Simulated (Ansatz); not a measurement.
System: N2H3, charge 0, doublet. N2H3 (SMILES N[NH], doublet).
B3LYP-D3(BJ)/def2-TZVP minimum from Ansatz (a quantum-chemistry and plane-wave program):
```
N
H 1 1.0085
H 1 1.0130 2 114.64
N 1 1.3477 2 113.79 3 144.88
H 4 1.0226 1 106.04 2 -167.86
```
Charge 0, spin multiplicity 2.

Hartree-Fock and CCSD(T) correlation energies in hartree (Ansatz). UHF or UKS for unpaired electrons; spin-orbit terms are left out. Cores are frozen in correlated methods. No relativity.

```json
[
 {"basis": "cc-pVTZ", "X": "3", "E(HF)": "-110.62093", "E(corr, CCSD(T))": "-0.43690"},
 {"basis": "cc-pVQZ", "X": "4", "E(HF)": "-110.62999", "E(corr, CCSD(T))": "-0.46357"},
 {"basis": "cc-pV5Z", "X": "5", "E(HF)": "-110.63253", "E(corr, CCSD(T))": "withheld"}
]
```

Question: Fit E(corr) = E∞ + A/X³ to X = 3 and 4, predict X = 5, and compare with the run.

Answer: A = (-0.43690 - (-0.46357))/(1/27 - 1/64) = 1.2456; E∞ = -0.46357 - A/64 = -0.48303; at X = 5, E∞ + A/125 = -0.47307. The run gave -0.47265, 0.42 mEh above the prediction. The same form on X = 4 and 5 gives E∞ = -0.48218, 0.86 mEh above the first estimate.
